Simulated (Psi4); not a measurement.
C2H5S, doublet, geometry from GFN2-xTB; CCSD(T)/STO-3G in Psi4 1.11.

Here is a job for Psi4.
```
memory 2 GB

molecule mol {
0 2
C     1.591205   -0.309065   -0.074235
C     0.141277   -0.746968   -0.194138
S    -1.004971    0.599201    0.152190
H     1.798620    0.048213    0.931932
H     2.249033   -1.148568   -0.290440
H     1.805409    0.493498   -0.776411
H    -0.087622   -1.545847    0.513545
H    -0.080798   -1.098314   -1.203423
}

set {
  basis sto-3g
  reference uhf
  freeze_core true
  mp2_type conv
  scf_type pk
  puream true
  d_convergence 1e-8
}

energy('ccsd(t)')
print_variables()
```

The log (banner, timings and long lists left out):

```
   => Loading Basis Set <=

    Name: STO-3G
    Role: ORBITAL
    Keyword: BASIS

         ---------------------------------------------------------
                                   SCF
               by Justin Turney, Rob Parrish, Andy Simmonett
                          and Daniel G. A. Smith
                              UHF Reference
         ---------------------------------------------------------

  ==> Geometry <==

    Molecular point group: c1
    Full point group: C1

    Geometry (in Angstrom), charge = 0, multiplicity = 2:

       Center              X                  Y                   Z               Mass
    ------------   -----------------  -----------------  -----------------  -----------------
         C            1.683189687572    -0.361659341561    -0.087578492634    12.000000000000
         C            0.233261687572    -0.799562341561    -0.207481492634    12.000000000000
         S           -0.912986312428     0.546606658439     0.138846507366    31.972071174400
         H            1.890604687572    -0.004381341561     0.918588507366     1.007825032230
         H            2.341017687572    -1.201162341561    -0.303783492634     1.007825032230
         H            1.897393687572     0.440903658439    -0.789754492634     1.007825032230
         H            0.004362687572    -1.598441341561     0.500201507366     1.007825032230
         H            0.011186687572    -1.150908341561    -1.216766492634     1.007825032230

  Running in c1 symmetry.

  Rotational constants: A =      1.06740  B =      0.18666  C =      0.16893 [cm^-1]
  Rotational constants: A =  31999.80358  B =   5595.83254  C =   5064.29565 [MHz]
  Nuclear repulsion =   98.624631439624011

  Charge       = 0
  Multiplicity = 2
  Electrons    = 33
  Nalpha       = 17
  Nbeta        = 16

  ==> Algorithm <==

  SCF Algorithm Type is PK.
  DIIS enabled.
  MOM disabled.
  Fractional occupation disabled.
  Guess Type is SAD.
  Energy threshold   = 1.00e-08
  Density threshold  = 1.00e-08
  Integral threshold = 1.00e-12

  ==> Primary Basis <==

  Basis Set: STO-3G
    Blend: STO-3G
    Number of shells: 16
    Number of basis functions: 24
    Number of Cartesian functions: 24
    Spherical Harmonics?: true
    Max angular momentum: 1

  ==> Integral Setup <==

  Using in-core PK algorithm.
   Calculation information:
      Number of atoms:                   8
      Number of AO shells:              16
      Number of primitives:             48
[...]
  @UHF Final Energy:  -470.87823427219240
    Total Energy =                       -470.8782342721924010
[...]
      6   3   6   2        -0.0352001753
      6   6   6   7        -0.0350633361
      3   6   6   2        -0.0306807136
      6   3   1   7        -0.0303462486

    SCF energy       (wfn)                    = -470.878234272192401
    Reference energy (file100)                = -470.878234272191833

    Opposite-spin MP2 correlation energy      =   -0.104024640369060
    Same-spin MP2 correlation energy          =   -0.011372028953367
    Singles MP2 correlation energy            =   -0.000000000000000
    MP2 correlation energy                    =   -0.115396669322427
      * MP2 total energy                      = -470.993630941514255

    Opposite-spin CCSD correlation energy     =   -0.145325617997689
    Same-spin CCSD correlation energy         =   -0.008928904469757
    Singles CCSD correlation energy           =   -0.000000000000000
    CCSD correlation energy                   =   -0.154254522467446
      * CCSD total energy                     = -471.032488794659287

            **************************
            *                        *
            *        CCTRIPLES       *
            *                        *
            **************************

    Wave function   =    CCSD_T
    Reference wfn   =      UHF

    Nuclear Rep. energy (wfn)                =   98.624631439624011
    SCF energy          (wfn)                = -470.878234272192401
    Reference energy    (file100)            = -470.878234272191833
    CCSD energy         (file100)            =   -0.154254522467446
    Total CCSD energy   (file100)            = -471.032488794659287

    Number of ijk index combinations:
    Spin Case AAA:                                 120
    Spin Case BBB:                                  84
    Spin Case AAB:                                 405
    Spin Case ABB:                                 360
    AAA (T) energy                             =   -0.000007158466509
    BBB (T) energy                             =   -0.000009489360171
    AAB (T) energy                             =   -0.000383271093709
    ABB (T) energy                             =   -0.000420910368133
    (T) energy                                   =   -0.000820829288523
      * CCSD(T) total energy                     = -471.033309623947787

  Variable Map:
  ----------------------------------------------------------------------------
[...]
  Array Variable Map:
  ----------------------------------------------------------------------------
[...]
[...]
```
